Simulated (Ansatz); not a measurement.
Reaction (silylene formation by 1,1-elimination): `C[Si](N)(O)[SiH3]` → `C[SiH3]` + `N[Si]O`

Gas-phase electronic energies from Ansatz, PBE0-D4/def2-TZVP geometries. CCSD(T)/CBS adds triple-zeta CCSD(T) − MP2 to the extrapolated MP2 energy (def2 sets, frozen cores). This one scheme is used for every species. Functionals use def2-TZVPP. B3LYP here is the variant with VWN-RPA as its local correlation; programs differ in this. Each species was taken in one conformer, which may not be the lowest.

Question: Is it downhill or uphill in electronic energy at CCSD(T)/CBS, and by how much? (Estimate.)

Answer: Computed: Uphill: ΔE = +1.36 eV.

Question: What do these levels give: PBE-D4, ωB97M-V, B3LYP, CCSD/def2-TZVPP, SCS-MP2/def2-QZVPP, MP2/CBS(def2)? (Best estimate.)

Answer: Ansatz gave: PBE-D4 1.39, ωB97M-V 1.23, B3LYP 1.08, CCSD/def2-TZVPP 1.28, SCS-MP2/def2-QZVPP 1.31, MP2/CBS(def2) 1.43 eV.

Largest T1 diagnostic among the species: 0.014.

In def2-TZVPP, CCSD(T) changes the Hartree–Fock value by +0.15 eV (the triples alone add +0.02 eV) and MP2 by +0.23 eV. From PBE to PBE0 (25 % exact exchange), in def2-TZVPP and without D4, ΔE moves by +0.13 eV.
